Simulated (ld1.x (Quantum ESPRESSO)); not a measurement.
# u(r) = r·R(r): atom against pseudo-atom (Al)

Columns: radius, all-electron u(r) and pseudo u(r) of the 3s shell (level -14.86 eV) of aluminium in the configuration [Ne] 3s2 3p0; PW91, scalar-relativistic, ultrasoft scheme, ld1.x (Quantum ESPRESSO) 7.5.

```csv
r (bohr),all-electron,pseudo
0.095,0.1366,0.0310
0.190,-0.0651,0.0626
0.285,-0.2368,0.0953
0.380,-0.3136,0.1295
0.475,-0.3078,0.1657
0.570,-0.2463,0.2040
0.665,-0.1526,0.2445
0.760,-0.0439,0.2868
0.855,0.0684,0.3308
0.950,0.1771,0.3758
1.045,0.2775,0.4213
1.140,0.3675,0.4662
1.235,0.4460,0.5099
1.330,0.5127,0.5513
1.425,0.5682,0.5894
1.520,0.6132,0.6234
1.615,0.6484,0.6525
1.710,0.6748,0.6758
1.805,0.6929,0.6930
1.900,0.7035,0.7035
1.995,0.7076,0.7076
2.090,0.7059,0.7059
2.185,0.6991,0.6991
2.280,0.6879,0.6879
2.375,0.6732,0.6732
2.470,0.6554,0.6554
```

(1) How many radial nodes do the two functions have?

(2) At about which radius was the pseudo-wave matched?

(3) Is the pseudo-wave norm-conserving?

Answers

(1) The all-electron 3s function has n − l − 1 = 2; the pseudo-wave has 0, since the states of the same l below it are removed with the core.

(2) 1.90 bohr, where the columns begin to agree (steps of 0.10 bohr).

(3) No, it belongs to an ultrasoft set: the norm inside the radius is not constrained, and the difference is carried by the augmentation charge.
